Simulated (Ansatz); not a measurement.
`C=C[SiH2][SiH2]C`. Charge 0, multiplicity 1. Geometry: relaxed with PBE0-D4/def2-TZVP. It is one conformer, not always the lowest.

```xyz
15

C     1.853    1.229   -1.815
C     1.478    0.275   -0.968
Si    0.886    0.604    0.769
Si   -1.390    0.081    0.972
C    -1.733   -1.684    0.429
H     1.863    2.277   -1.527
H     2.171    1.010   -2.830
H     1.494   -0.756   -1.321
H     1.660   -0.232    1.732
H     1.126    2.039    1.089
H    -1.821    0.272    2.387
H    -2.177    1.030    0.134
H    -2.795   -1.920    0.521
H    -1.173   -2.395    1.041
H    -1.442   -1.831   -0.614
```

(1) What is the dipole moment at r2SCAN/def2-TZVPP? (An estimate is asked.)

(2) And with PBE, B3LYP, ωB97M-V? (Estimate.)

(3) Give the Mulliken charges with r2SCAN, B3LYP, PBE in def2-TZVPP. (Best estimate.)

Results:

(1) Ansatz gave: 1.14 D, with components (-0.06, -0.79, -0.83) D in this frame, pointing from negative to positive charge.

(2) Ansatz gave: PBE 1.14 D, B3LYP 1.08 D, ωB97M-V 1.09 D.

(3) The calculation gave: 
| atom | r2SCAN | B3LYP | PBE |
| --- | --- | --- | --- |
| C1 | -0.14 | -0.20 | -0.18 |
| C2 | -0.20 | -0.20 | -0.15 |
| Si3 | 0.25 | 0.24 | 0.18 |
| Si4 | 0.24 | 0.24 | 0.18 |
| C5 | -0.31 | -0.40 | -0.38 |
| H6 | 0.08 | 0.10 | 0.09 |
| H7 | 0.08 | 0.11 | 0.10 |
| H8 | 0.07 | 0.09 | 0.08 |
| H9 | -0.08 | -0.08 | -0.06 |
| H10 | -0.08 | -0.08 | -0.06 |
| H11 | -0.08 | -0.08 | -0.06 |
| H12 | -0.08 | -0.08 | -0.06 |
| H13 | 0.08 | 0.11 | 0.11 |
| H14 | 0.08 | 0.11 | 0.11 |
| H15 | 0.08 | 0.11 | 0.11 |

B3LYP here is the variant with VWN-RPA as its local correlation; programs differ in this.
